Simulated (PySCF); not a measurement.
Species: C₆H₁₀NS (doublet state).
Geometry (GFN2-xTB, Å), atoms numbered from 1 in this order:
```xyz
18
C6H10NS angstrom
C      2.3714   -1.0919   -0.7092
C      1.0611   -0.9698   -0.7959
C      0.2435   -0.0521    0.0638
C     -0.4595    0.9554   -0.7997
C     -0.3481    2.2620   -0.6577
C     -0.7807   -0.8525    0.8947
N     -1.4317    0.0050    1.8302
S     -1.9874   -1.7309   -0.1816
H      2.9238   -1.7557   -1.3520
H      2.9482   -0.5305    0.0078
H      0.4978   -1.5418   -1.5214
H      0.8890    0.4642    0.7815
H     -1.0904    0.5324   -1.5713
H      0.2706    2.7002    0.1085
H     -0.8644    2.9499   -1.3058
H     -0.2619   -1.6474    1.4413
H     -2.1211   -0.4853    2.3872
H     -1.8691    0.7952    1.3680
```

The species is `C=CC(C=C)[C@@H](N)[S]` [radical].

Computed with UKS B3LYP, pcH-1 on C H N S, non-relativistic, mean-field spin-orbit, GIAO (PySCF 2.14.0). Geometry: GFN2-xTB, one conformer, isolated molecule. A GFN2-xTB geometry isn't a minimum of the functional, and hyperfine couplings can be far from their values at a DFT geometry, by a factor of two or more for some ions and for spin on atoms past the first row.

Output of the driver script. The program numbers atoms from 0.

```
UKS, coarse grid
  cycle   1  E = -687.47818935  |g| = 3.44e-01
  cycle   2  E = -687.47884961  |g| = 3.46e-01
  cycle   3  E = -687.54033150  |g| = 5.92e-02
  cycle   4  E = -687.54128426  |g| = 4.23e-02
  cycle   5  E = -687.54214323  |g| = 9.07e-03
  cycle   6  E = -687.54222471  |g| = 7.37e-03
  cycle   7  E = -687.54227144  |g| = 2.70e-03
  cycle   8  E = -687.54229878  |g| = 1.88e-03
  cycle   9  E = -687.54232065  |g| = 1.23e-03
  cycle  10  E = -687.54234305  |g| = 1.16e-03
  cycle  11  E = -687.54235970  |g| = 1.13e-03
  cycle  12  E = -687.54240487  |g| = 1.05e-03
  cycle  13  E = -687.54250480  |g| = 1.51e-03
  cycle  14  E = -687.54248874  |g| = 9.43e-04
  cycle  15  E = -687.54253731  |g| = 1.68e-03
  cycle  16  E = -687.54251681  |g| = 9.28e-04
  cycle  17  E = -687.54258068  |g| = 1.75e-03
  cycle  18  E = -687.54257845  |g| = 6.07e-04
UKS, final grid
  cycle   1  E = -687.54258198  |g| = 8.65e-04
  cycle   2  E = -687.54258274  |g| = 1.49e-03
  cycle   3  E = -687.54258426  |g| = 3.58e-04
  cycle   4  E = -687.54258542  |g| = 3.45e-04
  cycle   5  E = -687.54259047  |g| = 3.24e-04
  cycle   6  E = -687.54259810  |g| = 2.69e-04
  cycle   7  E = -687.54260152  |g| = 1.76e-04
  cycle   8  E = -687.54260325  |g| = 1.17e-04
  cycle   9  E = -687.54260387  |g| = 7.90e-05
  cycle  10  E = -687.54260393  |g| = 2.80e-05
  cycle  11  E = -687.54260394  |g| = 2.18e-05
E = -687.54260394 Eh   <S^2> = 0.7531 (exact 0.7500)
g shifts (ppm)      1          2          3
  rmc          -229       -229       -229
  gc             -6         57         35
  oz_so        -245      17851     510880
  total        -440      17705     510768
hyperfine (MHz)  atom isotope    a_iso     a_fc   dipolar eigenvalues
    0   13C       0.84       0.84     -0.67      0.00      0.67
    1   13C       3.95       3.95     -1.31     -0.48      1.80
    2   13C      -0.82      -0.82     -0.80     -0.34      1.13
    3   13C      -1.03      -1.03     -0.64     -0.37      1.01
    4   13C       0.10       0.10     -0.42      0.02      0.39
    5   13C     -17.00     -17.00     -1.43     -0.68      2.11
    6   14N      -1.52      -1.52     -6.89     -6.85     13.74
    7   33S      12.10      12.10    -83.90    -83.06    166.95
    8    1H      -0.13      -0.13     -0.70     -0.49      1.19
    9    1H       0.72       0.72     -0.65     -0.50      1.14
   10    1H       3.54       3.54     -3.89     -2.36      6.25
   11    1H      -0.93      -0.93     -1.65     -0.76      2.41
   12    1H       1.79       1.79     -2.88     -2.27      5.15
   13    1H       0.04       0.04     -0.70     -0.57      1.27
   14    1H      -0.11      -0.11     -0.62     -0.59      1.21
   15    1H      11.14      11.14     -5.11     -1.67      6.78
   16    1H      -3.06      -3.06     -9.75     -1.30     11.06
   17    1H      -7.66      -7.66     -9.67     -0.55     10.22
```

Can this result be taken as it stands? Point to the evidence in the output.

No. The largest g shift is +0.511, past the limit of 0.03 at which the run flags a species of elements up to argon. The orbital-Zeeman/spin–orbit term is second order, a sum of spin–orbit matrix elements over excitation energies, so it grows and becomes less reliable as an excited state comes close; a shift this large should be checked with a method that treats spin–orbit coupling variationally or among several states. The contact and dipolar couplings don't rest on that expansion, but they belong to the state that the SCF found, and a close-lying state with the spin in another orbital would have other couplings; no stability test was run. The run left out the spin–orbit part of the hyperfine coupling.

Where is the spin in this solution (atoms counted from 1)?

The largest Mulliken spin populations are on S8 (+0.92) and N7 (+0.11). No atom but S8 exceeds +0.15. The unrestricted determinant has ⟨S²⟩ = 0.7531 (exact 0.7500), so spin contamination is small. 

Average a_iso over equivalent nuclei, turn it into first-order splittings with g = 2.0023, and give the multiplets for abundant isotopes (0.05 mT or more).

| nuclei (from 1) | isotope | I | position | a_iso (MHz) | \|a\| (mT) | splits into |
| --- | --- | --- | --- | --- | --- | --- |
| H16 | 1H | 1/2 | 2 bonds from S8 | 11.1 | 0.40 | 1:1 doublet |
| H17/H18 | 1H | 1/2 | 3 bonds from S8, on N7 of spin population +0.11 | -5.4 | 0.19 | 1:2:1 triplet |
| H11 | 1H | 1/2 | 4 bonds from S8 | 3.5 | 0.13 | 1:1 doublet |
| H13 | 1H | 1/2 | 4 bonds from S8 | 1.8 | 0.06 | 1:1 doublet |
| N7 | 14N | 1 | 2 bonds from S8 | -1.5 | 0.05 | 1:1:1 triplet |

Nuclei that the bonding pattern makes equivalent are averaged, as if the motion that swaps them (rotation, inversion, ring flip) were fast.
